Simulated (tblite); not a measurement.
Compound: C9H14.
Numbering: `[CH3:1][C:2]#[C:3]/[C:4]([CH3:5])=[C:6](\[CH3:7])[CH2:8][CH3:9]` (hydrogens: H10, H11, H12 on C1; H13, H14, H15 on C5; H16, H17, H18 on C7; H19, H20 on C8; H21, H22, H23 on C9)

Structure optimised with GFN2-xTB, isolated species.

(1) What internal coordinates does the optimisation give?

Answers

(1) 
```tsv
bond	length (Å)
C1–C2	1.447
C2≡C3	1.203
C3–C4	1.419
C4–C5	1.505
C4=C6	1.340
C6–C7	1.500
C6–C8	1.505
C8–C9	1.531
C1–H10, C1–H11, C1–H12	1.090
C5–H13, C5–H14, C5–H15	1.089
C7–H16, C7–H17, C7–H18	1.089
C8–H19, C8–H20	1.092
C9–H21, C9–H22, C9–H23	1.088
```

Bonds in one row agree within 0.01 Å and their mean is given. A selection of angles:
```tsv
angle	degrees
C1–C2–C3	178.7
C2–C3–C4	175.9
C3–C4–C5	113.3
C3–C4–C6	121.4
C5–C4–C6	125.4
C4–C6–C7	121.8
C4–C6–C8	123.6
C7–C6–C8	114.5
C6–C8–C9	111.6
```

Torsions: C3–C4–C6–C7 0° (synperiplanar); C4–C6–C8–C9 83° (synclinal). The mirror-image conformer, all signs reversed, is as good.

Of the pairs four or more bonds apart, C3···H17 is among the closest relative to their van der Waals radii: 2.41 Å, 83 % of the sum of Bondi's values. The C–C distances run from 1.203 Å (C2≡C3, drawn triple) to 1.531 Å (C8–C9, drawn single), a spread of 0.328 Å.

Point group: C1 (no symmetry element, even within 0.4 Å). Its lowest GFN2-xTB frequency is 17i cm⁻¹, too small to tell a flat minimum from a shallow saddle. The numbers are those of one conformer. 2 starts were optimised and ended at 0.00 and 0.05 kcal/mol (GFN2-xTB); the lowest of these is shown.

The numbers are calculated, not measured.
